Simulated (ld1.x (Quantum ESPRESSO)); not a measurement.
**What one change does to a pseudopotential (manganese (Mn), ultrasoft)**

manganese, ultrasoft, made with ld1.x (Quantum ESPRESSO) 7.5 (PBE, scalar-relativistic). Core [Ne] 3s2, reference 3p6 3d5 4s0.5 4p0 (charge +1.5). Waves: 4s (bound): rcut 1.80, rcutus 2.35 bohr; 4s channel at -0.6 Ry: rcut 1.80, rcutus 2.35 bohr; 3p (bound): rcut 1.40, rcutus 1.50 bohr; 4p (bound, empty): rcut 1.40, rcutus 1.50 bohr; 3d (bound): rcut 1.30, rcutus 1.50 bohr; 3d channel at -0.95 Ry: rcut 1.30, rcutus 1.50 bohr. Local part: all-electron potential smoothed inside 1.15 bohr (lloc = -2). Core correction: a·sin(br)/r model core inside 0.80 bohr. Augmentation charge: PSQ, inside the norm-conserving radii.

All-electron outer shells of the reference configuration (PBE, scalar-relativistic, ld1.x):

```
shell  level (eV)  outermost node (bohr)  outermost maximum (bohr)
   3s      -98.74                   0.34                      0.74
   3p      -67.47                   0.31                      0.75
   3d      -19.47                      –                      0.76
   4s      -15.57                   1.05                      2.32
   4p      -10.47                   1.14                      2.80
```

Change: waves 4s (bound): rcut 1.80, rcutus 2.28 bohr; 4s channel at -0.6 Ry: rcut 1.80, rcutus 2.28 bohr.

Cutoffs: the cutoffs (Ry, on a coarse ladder) from which the occupation-weighted sum of valence levels, in a spherical-Bessel basis at the reference potential, stays within 10 and 1 mRy of its value at 400 Ry; they do not see the model core or the augmentation charge, which bear on the density cutoff. Errors are all-electron minus pseudo energies relative to the spin-unpolarised reference configuration.

Question: What does the change do?

Answer: The potential gets neither clearly harder nor softer (50 Ry and 80 Ry → 50 Ry and 80 Ry); both files keep a bound ghost (s); of the 7 tests that both files solve, the error grows in 2 and shrinks in 0 by more than 15 % and 0.3 meV (median size 1.3 → 2.0 meV).

```tsv
quantity	base	changed
cutoff, loose	50 Ry	50 Ry
cutoff, tight	80 Ry	80 Ry
bound ghosts	s	s
error for 3p6 3d5 4s2 4p0, meV [ΔE -15.27 eV]	+1.3	+2.1
error for 3p6 3d5 4s1 4p0, meV [ΔE -6.85 eV]	+0.6	+0.7
error for 3p6 3d5 4s0 4p0, meV [ΔE 8.75 eV]	-0.7	-0.7
error for 3p6 3d6 4s0 4p0, meV [ΔE -8.46 eV]	+1.7	+2.0
error for 3p6 3d5 4s1 4p1, meV [ΔE -11.41 eV]	-0.9	-0.7
error for 3p6 3d5 4s0 4p1, meV [ΔE -2.11 eV]	-3.6	-3.7
error for 3p6 3d4 4s0 4p0, meV [ΔE 41.27 eV]	+12	+11
lowest overlap eigenvalue by channel	s 0.33, p 0.13, d 0.95	s 0.35, p 0.13, d 0.95
```

 A true bound ghost makes a file unfit for plane-wave use even where its test errors are small: the radial tests pick states by their node count and pass the ghost by.
